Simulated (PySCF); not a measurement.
# Adding and removing an electron: SiSn

PBE0; Si def2-SVPD, Sn def2-SVPD with ECP28; scalar-relativistic core potentials (PySCF 2.14). Neutral (UKS): triplet (π ↑↑), Re = 2.521 Å, ωe = 354 cm⁻¹, De = 2.77 eV, HOMO -5.39 eV, LUMO -3.33 eV.

SiSn⁺ (UKS): quartet (σ ↑, π ↑↑), Re = 2.549 Å, ωe = 314 cm⁻¹, De = 2.75 eV to Si + Sn⁺. The energies at the minima are -503.50919 hartree for SiSn and -503.23986 for SiSn⁺.

Task: Work out the adiabatic ionisation energy, without and with harmonic zero-point energies (1 hartree = 27.2114 eV, 1 eV = 8065.5 cm⁻¹), and the change of the bond length.

Result: At PBE0: 0.26933 hartree = 7.329 eV between the minima; the zero-point term (314.0 − 354.0)/2 cm⁻¹ = -0.002 eV makes it 7.326 eV. Re changes by +2.8 pm against the neutral. The electron leaves a σ orbital, and the longer bond of the ion fits a bonding orbital, or a change in how ionic the bond is.

SiSn⁻ (UKS): doublet (π ↑), Re = 2.423 Å, ωe = 396 cm⁻¹. The energies at the minima are -503.50919 hartree for SiSn and -503.57040 for SiSn⁻.

Task: Work out the adiabatic electron affinity, without and with harmonic zero-point energies (1 hartree = 27.2114 eV, 1 eV = 8065.5 cm⁻¹), and the change of the bond length.

Result: At PBE0: 0.06121 hartree = 1.666 eV between the minima; the zero-point term (354.0 − 396.0)/2 cm⁻¹ = -0.003 eV makes it 1.663 eV. Re changes by -9.8 pm against the neutral. The electron enters a π orbital, and the shorter bond of the ion fits a bonding orbital, or a change in how ionic the bond is.

Spin–orbit coupling is left out, which matters for elements this heavy, above all for dissociation energies. For an ion De counts to the pair picked by the measured ionisation energies or electron affinities, which need not be the lowest pair at this level. The highest Kohn–Sham level is positive in this anion. Much of that is self-interaction error, but it also means that the finite basis helps to hold the extra electron. States were picked by a PBE0 search and need not be the measured ground states.
